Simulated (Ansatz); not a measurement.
# Reading a saddle point

A first-order saddle point of SiPNH$_{8}$O, singlet, PBE0-D4/def2-TZVP, with one imaginary mode of 286i cm⁻¹:

```json
{"atom": "Si1", "x (Å)": "-0.7984", "y (Å)": "0.3296", "z (Å)": "0.8635"}
{"atom": "N2", "x (Å)": "-0.1759", "y (Å)": "-1.3175", "z (Å)": "0.2189"}
{"atom": "H3", "x (Å)": "-1.6317", "y (Å)": "-0.1889", "z (Å)": "1.9834"}
{"atom": "H4", "x (Å)": "-1.7157", "y (Å)": "0.8777", "z (Å)": "-0.1508"}
{"atom": "O5", "x (Å)": "0.3263", "y (Å)": "1.2006", "z (Å)": "1.6539"}
{"atom": "H6", "x (Å)": "0.3096", "y (Å)": "-0.9000", "z (Å)": "-0.6488"}
{"atom": "P7", "x (Å)": "0.9748", "y (Å)": "1.0506", "z (Å)": "-1.4026"}
{"atom": "H8", "x (Å)": "-0.8956", "y (Å)": "-2.0103", "z (Å)": "0.0176"}
{"atom": "H9", "x (Å)": "0.5234", "y (Å)": "-1.7302", "z (Å)": "0.8328"}
{"atom": "H10", "x (Å)": "0.9143", "y (Å)": "1.6435", "z (Å)": "1.0227"}
{"atom": "H11", "x (Å)": "0.1588", "y (Å)": "0.8657", "z (Å)": "-2.5488"}
{"atom": "H12", "x (Å)": "2.0101", "y (Å)": "0.1793", "z (Å)": "-1.8420"}
```

Computed with Ansatz 0.2.0 (basis: def2-TZVPP and def2-QZVPP); correlated methods freeze the cores. Extrapolation: Hartree–Fock as exp(−7.88 √X), correlation as X^−2.97.

Problem. Which contacts change along the imaginary mode, and what lies on either side? (A judgement: the text doesn't fix the answer.)

Solution. The calculation gives: The step is SiNH₅O ([NH2][SiH2][OH]) + PH₃ → SiPH₅O ([OH][SiH2][PH2]) + NH₃, with the molecules in contact on both sides. Shortening one way: Si1–P7, N2–H6; lengthening the same way: Si1–N2, H6–P7.
```json
{"pair": "Si1–P7", "one side (Å)": "3.91", "saddle (Å)": "2.97", "other side (Å)": "2.27"}
{"pair": "N2–H6", "one side (Å)": "3.37", "saddle (Å)": "1.08", "other side (Å)": "1.01"}
{"pair": "Si1–N2", "one side (Å)": "1.72", "saddle (Å)": "1.88", "other side (Å)": "2.75"}
{"pair": "H6–P7", "one side (Å)": "1.42", "saddle (Å)": "2.19", "other side (Å)": "3.17"}
```

Problem. Which side is lower, and how far does the saddle lie above each? (Judge from chemistry; the value comes from the calculation.)

Solution. The calculation gives: The side with Si1–N2, H6–P7 short is lower by 10.95 kcal/mol; the saddle lies 39.82 kcal/mol above it and 28.87 kcal/mol above the other (CCSD(T) at an estimated basis limit (MP2 extrapolated from triple and quadruple zeta, plus CCSD(T) − MP2 in triple zeta); electronic energies).

No T1 diagnostic of these runs exceeds 0.013.

Labels in which every atom is bracketed show which atoms are joined, not bond orders.

For scale, one of the runs: CCSD(T)/def2-TZVPP, 258 basis functions, launched by `ansatz run in.yaml --threads 4 --pin off --events-out ev --progress --plain --max-ram 9574MiB`. Hardware: 4 CPU threads of an Arm Neoverse V2, shared host. Wall time 2 min; peak host memory 5.7 GiB.
